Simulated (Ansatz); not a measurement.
BFGeH5NO, SMILES `NB(F)[O][GeH3]`. The species carries charge 0 and has multiplicity 1. The structure was optimised at the PBE0-D4/def2-TZVP level. It is one conformer, not always the lowest.

```xyz
10

N    -0.996   -0.910   -1.746
B    -0.596   -0.114   -0.665
F    -1.320    0.992   -0.381
O     0.486   -0.419    0.093
Ge    1.058    0.548    1.486
H    -1.795   -0.690   -2.311
H    -0.502   -1.742   -2.007
H    -0.049    0.593    2.549
H     2.289   -0.215    1.986
H     1.425    1.956    0.997
```

Task: What is the dipole moment at r2SCAN/def2-TZVPP? (Best estimate.)

Result: Computed: 0.87 D, with components (0.30, -0.73, -0.36) D in this frame, pointing from negative to positive charge.

Task: And with PBE, B3LYP, ωB97M-V? (An estimate is asked.)

Result: Computed: PBE 0.89 D, B3LYP 0.84 D, ωB97M-V 0.80 D.

Task: Give the Mulliken charges with r2SCAN, B3LYP, PBE in def2-TZVPP. (Estimate.)

Result: Computed: 
```tsv
atom	r2SCAN	B3LYP	PBE
N1	-0.39	-0.33	-0.34
B2	0.52	0.44	0.36
F3	-0.31	-0.30	-0.26
O4	-0.45	-0.42	-0.36
Ge5	0.32	0.31	0.28
H6	0.18	0.16	0.17
H7	0.17	0.16	0.17
H8	-0.01	-0.01	-0.01
H9	-0.01	0.00	-0.01
H10	-0.01	-0.01	-0.01
```

B3LYP here is the variant with VWN-RPA as its local correlation; programs differ in this.
